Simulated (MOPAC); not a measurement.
MOPAC input (AM1):

```
AM1 FORCE THERMO(298,298) PRECISE LET CHARGE=-1 GEO-OK AUX(PRECISION=9) THREADS=1
C4H5OSi

Si   -1.92488112 1    0.28439989 1   -0.03286364 1
C    -0.26630034 1   -0.08935019 1    0.09647534 1
C     0.52363735 1    0.84465148 1   -0.71479585 1
C     1.82576403 1    0.44682965 1   -0.53130551 1
O     1.91172242 1   -0.68347798 1    0.34742487 1
C     0.60657240 1   -0.96865292 1    0.70034816 1
H    -2.79455838 1   -0.61082622 1    0.75584684 1
H    -2.29279971 1    1.61901381 1    0.45314827 1
H    -2.47494851 1    0.17337491 1   -1.38856482 1
H     2.79788597 1    0.76486433 1   -0.87708827 1
H     0.50043053 1   -1.81304125 1    1.37364795 1
```

From the output:

```
     H   11   0.003645   0.002811   0.002811   0.031071   6.084560

          HEAT OF FORMATION =      28.022809 KCALS/MOLE

          ZERO POINT ENERGY      45.986 KCAL/MOL

           NORMAL COORDINATE ANALYSIS (Total motion = 1 Angstrom)

   Root No.       1         2         3         4         5         6         7         8

                 1 A"      1 A'      2 A"      3 A"      2 A'      4 A"      3 A'      5 A"

                  98.5     155.4     184.3     506.9     507.5     555.9     604.1     670.5

           1    0.0000   -0.0054    0.0000    0.0000    0.1286    0.0000   -0.0097    0.0000
           2    0.0000   -0.0490    0.0000   -0.0000    0.0133    0.0000    0.0368    0.0000
           3   -0.0029   -0.0000   -0.0309    0.0065    0.0000   -0.0235    0.0000   -0.0254
           4   -0.0000   -0.0122   -0.0000   -0.0000   -0.0079    0.0000    0.0032   -0.0000
           5   -0.0000    0.0937   -0.0000   -0.0000    0.0077    0.0000   -0.0140   -0.0000
           6    0.0073    0.0000    0.1089    0.0287   -0.0000   -0.0358   -0.0000    0.0860
           7   -0.0000    0.0553   -0.0000   -0.0000   -0.0631   -0.0000   -0.0046    0.0000
           8   -0.0000    0.0642   -0.0000   -0.0000    0.0264   -0.0000   -0.0225    0.0000
           9    0.0302    0.0000    0.0727    0.0306    0.0000    0.0681    0.0000   -0.0369
          10   -0.0000    0.0519    0.0000    0.0000   -0.0732    0.0000   -0.0036    0.0000
          11   -0.0000   -0.0098    0.0000    0.0000   -0.0029    0.0000   -0.0052    0.0000
          12    0.0165   -0.0000   -0.0444   -0.0732    0.0000   -0.0225    0.0000   -0.0051
          13    0.0000   -0.0188    0.0000   -0.0000   -0.0841   -0.0000    0.0114   -0.0000
          14    0.0000   -0.0307    0.0000   -0.0000   -0.0167   -0.0000    0.0013   -0.0000
          15   -0.0161   -0.0000   -0.0612    0.0976   -0.0000    0.0044   -0.0000    0.0002
          16    0.0000   -0.0547   -0.0000    0.0000   -0.0653   -0.0000    0.0150   -0.0000
          17    0.0000    0.0346   -0.0000    0.0000   -0.0274   -0.0000   -0.0101    0.0000
          18   -0.0209    0.0000    0.0469   -0.0800   -0.0000    0.0193   -0.0000   -0.0027
          19   -0.0000    0.1269    0.0000    0.0000    0.2091   -0.0000    0.3363   -0.0000
          20   -0.0000   -0.1047    0.0000    0.0000   -0.0281   -0.0000   -0.1282   -0.0000
          21    0.2617   -0.0000   -0.1423   -0.0345   -0.0000    0.1114   -0.0000    0.1005
          22   -0.0251   -0.0662   -0.1232   -0.0564    0.0916    0.2031   -0.1894    0.1770
          23    0.2448   -0.0957   -0.0383    0.0005   -0.0322    0.0058   -0.1497   -0.0044
          24   -0.1495   -0.0061   -0.0752   -0.0254    0.0056    0.0865   -0.0009    0.0795
          25    0.0251   -0.0662    0.1232    0.0564    0.0916   -0.2031   -0.1894   -0.1770
          26   -0.2448   -0.0957    0.0383   -0.0005   -0.0322   -0.0058   -0.1497    0.0044
          27   -0.1495    0.0061   -0.0752   -0.0254   -0.0056    0.0865    0.0009    0.0795
          28   -0.0000    0.0873    0.0000    0.0000   -0.0540    0.0000   -0.0147   -0.0000
          29   -0.0000   -0.0549    0.0000    0.0000   -0.0283    0.0000    0.0088   -0.0000
          30    0.0242   -0.0000   -0.1318   -0.2724    0.0000   -0.1597    0.0000    0.1542
          31    0.0000   -0.1142   -0.0000    0.0000   -0.0902   -0.0000    0.0276    0.0000
          32    0.0000    0.0268   -0.0000    0.0000   -0.0297   -0.0000   -0.0084    0.0000
          33   -0.0445    0.0000    0.0623   -0.2530    0.0000    0.1137   -0.0000   -0.2008

   Root No.       9        10        11        12        13        14        15        16

                 6 A"      7 A"      4 A'      5 A'      8 A"      6 A'      7 A'      8 A'

                 748.5     828.0     839.9     869.9     871.7     911.8     999.0    1083.9

           1   -0.0000    0.0000    0.0208   -0.0243    0.0000   -0.0002   -0.0346   -0.0058
           2   -0.0000    0.0000   -0.0168   -0.0076    0.0000    0.0018   -0.0004   -0.0002
           3    0.0063   -0.0054   -0.0000    0.0000   -0.0157   -0.0000    0.0000   -0.0000
           4    0.0000   -0.0000    0.0007   -0.0020    0.0000    0.0231    0.1181    0.0259
           5    0.0000   -0.0000   -0.0007    0.0025    0.0000    0.0632    0.0020   -0.0220
           6   -0.0425    0.0666    0.0000    0.0000   -0.0059    0.0000    0.0000   -0.0000
           7   -0.0000    0.0000   -0.0014   -0.0054   -0.0000   -0.0975   -0.0171    0.0165
           8   -0.0000    0.0000   -0.0012   -0.0038   -0.0000    0.0747    0.1373   -0.0261
           9    0.0710   -0.0144   -0.0000   -0.0000    0.0020   -0.0000    0.0000   -0.0000
          10    0.0000    0.0000   -0.0017   -0.0049   -0.0000   -0.0939   -0.0306   -0.0261
          11    0.0000    0.0000    0.0008   -0.0053    0.0000   -0.0967    0.0319    0.1866
          12   -0.1375   -0.0065   -0.0000   -0.0000   -0.0017   -0.0000    0.0000    0.0000
          13   -0.0000   -0.0000   -0.0030    0.0083    0.0000    0.1174   -0.0489    0.0260
          14   -0.0000   -0.0000    0.0004   -0.0021    0.0000   -0.0728   -0.0139   -0.1021
          15    0.0241    0.0225    0.0000   -0.0000    0.0003    0.0000   -0.0000   -0.0000
          16   -0.0000    0.0000    0.0035    0.0011    0.0000    0.0498    0.0525    0.0030
          17   -0.0000    0.0000   -0.0033    0.0035    0.0000    0.0498   -0.1267   -0.0098
          18    0.0194   -0.1245    0.0000    0.0000    0.0024    0.0000   -0.0000    0.0000
          19    0.0000   -0.0000   -0.0123    0.3326   -0.0000   -0.0580    0.0017   -0.0010
          20    0.0000   -0.0000    0.0071   -0.1478   -0.0000    0.0279   -0.0143   -0.0035
          21   -0.0306    0.0328    0.0000   -0.0000    0.4157    0.0000   -0.0000    0.0000
          22   -0.0365    0.0219   -0.2705    0.1826   -0.1570   -0.0257   -0.0149   -0.0086
          23    0.0058   -0.0113    0.2552    0.2108   -0.2195   -0.0172    0.0066   -0.0004
          24   -0.0190    0.0153   -0.2841   -0.0127    0.0341   -0.0020    0.0047   -0.0024
          25    0.0365   -0.0219   -0.2705    0.1826    0.1570   -0.0257   -0.0149   -0.0086
          26   -0.0058    0.0113    0.2552    0.2108    0.2195   -0.0172    0.0066   -0.0004
          27   -0.0190    0.0153    0.2841    0.0127    0.0341    0.0020   -0.0047    0.0024
          28   -0.0000   -0.0000   -0.0009   -0.0143   -0.0000   -0.1728    0.1433   -0.0258
          29   -0.0000   -0.0000   -0.0003    0.0063    0.0000    0.0041   -0.1801    0.1609
          30    0.5814    0.1067   -0.0000   -0.0000   -0.0004   -0.0000   -0.0000    0.0000
          31    0.0000   -0.0000    0.0090   -0.0065    0.0000   -0.1638    0.1607   -0.4360
          32    0.0000   -0.0000   -0.0030    0.0030    0.0000    0.0244   -0.1160   -0.0650
          33   -0.0041    0.5625    0.0000    0.0000   -0.0118    0.0000   -0.0000   -0.0000

   Root No.      17        18        19        20        21        22        23        24

                 9 A'     10 A'     11 A'     12 A'     13 A'     14 A'     15 A'      9 A"

                1180.0    1262.5    1299.5    1446.5    1587.1    1676.3    2193.8    2220.6

           1   -0.0057    0.0070   -0.0009    0.0067   -0.0013   -0.0195   -0.0036    0.0000
           2   -0.0017    0.0012   -0.0008   -0.0014   -0.0017   -0.0001   -0.0240    0.0000
           3   -0.0000    0.0000    0.0000   -0.0000    0.0000   -0.0000   -0.0000   -0.0256
           4    0.0416   -0.0694    0.0310   -0.0255   -0.0177    0.2735    0.0002    0.0000
           5    0.0517   -0.0689    0.1465    0.0548    0.0084   -0.0951   -0.0028    0.0000
           6    0.0000   -0.0000    0.0000    0.0000    0.0000   -0.0000    0.0000   -0.0016
           7    0.0416    0.0203   -0.0329   -0.0327    0.2887   -0.0110   -0.0001   -0.0000
           8   -0.0013    0.0786   -0.1217   -0.0285   -0.0195   -0.0386    0.0003   -0.0000
           9    0.0000   -0.0000   -0.0000    0.0000    0.0000   -0.0000   -0.0000    0.0002
          10    0.0047   -0.0023   -0.0264   -0.0211   -0.2879   -0.0239   -0.0001   -0.0000
          11   -0.0259    0.0389    0.0416    0.0551   -0.0186   -0.0203   -0.0000    0.0000
          12    0.0000   -0.0000    0.0000    0.0000   -0.0000   -0.0000   -0.0000    0.0000
          13   -0.0019    0.0200   -0.0418    0.1419    0.0078   -0.0062   -0.0002    0.0000
          14    0.0140   -0.0762   -0.0665    0.0419    0.0320   -0.0095    0.0000    0.0000
          15   -0.0000   -0.0000   -0.0000    0.0000    0.0000    0.0000    0.0000    0.0001
          16   -0.0404   -0.0269    0.0489   -0.1558    0.0158   -0.1894   -0.0001    0.0000
          17   -0.0766    0.0349    0.0220   -0.1124    0.0152    0.1549    0.0005    0.0000
          18   -0.0000    0.0000    0.0000   -0.0000   -0.0000    0.0000    0.0000   -0.0002
          19   -0.0188    0.0208   -0.0255   -0.0108   -0.0050   -0.0086    0.2565    0.0000
          20    0.0072   -0.0087    0.0177    0.0125    0.0008   -0.0050    0.5790    0.0000
          21   -0.0000    0.0000    0.0000   -0.0000    0.0000    0.0000    0.0000   -0.0176
          22   -0.0017    0.0015    0.0110    0.0024    0.0002   -0.0237   -0.0750   -0.2042
          23    0.0010   -0.0036    0.0035    0.0004   -0.0016   -0.0045    0.0563    0.2133
          24    0.0011   -0.0008    0.0082   -0.0035    0.0002   -0.0174    0.1398    0.3748
          25   -0.0017    0.0015    0.0110    0.0024    0.0002   -0.0237   -0.0750    0.2042
          26    0.0010   -0.0036    0.0035    0.0004   -0.0016   -0.0045    0.0563   -0.2133
          27   -0.0011    0.0008   -0.0082    0.0035   -0.0002    0.0174   -0.1398    0.3748
          28   -0.4179   -0.0755    0.0367    0.2000   -0.0836   -0.0065   -0.0005   -0.0000
          29    0.4949    0.1227   -0.0568   -0.2027   -0.3034   -0.0528    0.0004    0.0000
          30    0.0000   -0.0000   -0.0000    0.0000   -0.0000   -0.0000   -0.0000   -0.0002
          31    0.0641    0.4717    0.4108    0.1673    0.0137    0.1175   -0.0011    0.0000
          32   -0.0585    0.0740    0.0560   -0.0674    0.0180    0.2100    0.0006    0.0000
          33   -0.0000    0.0000    0.0000   -0.0000   -0.0000    0.0000    0.0000    0.0001

   Root No.      25        26        27

                16 A'     17 A'     18 A'

                2243.5    3295.7    3326.8

           1    0.0134    0.0002   -0.0000
           2   -0.0048   -0.0000   -0.0000
           3   -0.0000    0.0000   -0.0000
           4    0.0018   -0.0037    0.0015
           5   -0.0007   -0.0003    0.0007
           6   -0.0000    0.0000   -0.0000
           7    0.0001    0.0004    0.0028
           8   -0.0002    0.0017   -0.0021
           9   -0.0000   -0.0000    0.0000
          10   -0.0002   -0.0062   -0.0562
          11   -0.0001   -0.0025   -0.0405
          12    0.0000   -0.0000   -0.0000
          13    0.0005   -0.0007   -0.0013
          14    0.0001   -0.0038   -0.0026
          15    0.0000    0.0000   -0.0000
          16   -0.0012    0.0107   -0.0004
```

The dipole moment of an ion depends on the origin.
